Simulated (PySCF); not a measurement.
Atoms are numbered as in `[CH3:1][SiH2:2]/[C:3]([CH:4]=[O:5])=[CH:6]/[C:7]([F:8])([F:9])[F:10]`; H(Xn) means a hydrogen on atom n.

- PBE0/pcSseg-1 with gauge-including orbitals
- GFN2-xTB structure
- run in PySCF 2.14.0 with density-fitted response routines
- non-relativistic Hamiltonian, gas phase, equivalent nuclei averaged, single conformer

Referencing at the same level of theory: TMS for 13C and 1H and 29Si; 17O against H2O; 19F vs CFCl3.

| atoms | nucleus | count | Hirshfeld charge | δ (ppm) |
| --- | --- | --- | --- | --- |
| C6 | 13C | 1 | -0.05 | ? |
| F8/F9/F10 | 19F | 3 | -0.09 | -67.5 |
| H(Si2) | 1H | 2 | -0.08 | ? |
| H(C6) | 1H | 1 | 0.06 | 7.13 |
| H(C1) | 1H | 3 | 0.05 | 0.52 |
| H(C4) | 1H | 1 | 0.04 | 10.69 |
| C7 | 13C | 1 | 0.26 | 130.7 |
| C3 | 13C | 1 | -0.08 | 161.9 |
| C1 | 13C | 1 | -0.21 | ? |
| C4 | 13C | 1 | 0.12 | 201.8 |
| Si2 | 29Si | 1 | 0.35 | -38.2 |
| O5 | 17O | 1 | -0.19 | ? |

Q: Complete the table.

A: 
- C6: 148.1 ppm, β carbon of a C=C–C=O unit; conjugation with the carbonyl draws π density from the β position
- C1: -2.7 ppm, methyl carbon bonded to Si; an electropositive neighbour leaves it electron-rich and shielded
- H(Si2): 4.31 ppm, hydrogen on a silicon bonded to 2 C
- O5: 726.1 ppm, aldehyde oxygen

Shifts are as computed. Against solution values, carbons near 30 ppm lie about +3 ppm off and those near 130 ppm about +5 ppm. Of 1211 compounds with measured shifts, 218 miss one by over three times the rms of a fit or turn the order of signals round; such compounds aren't used in these exercises. Unscaled 19F shifts against computed CFCl3 carry errors that often reach 10 to 50 ppm. Unscaled 17O shifts of doubly bonded oxygen tend to come out too high, by tens of ppm or more. Experimental scales use liquid or dissolved standards, which lie at an offset from isolated H2O (liquid H2O: subtract about 36 ppm).
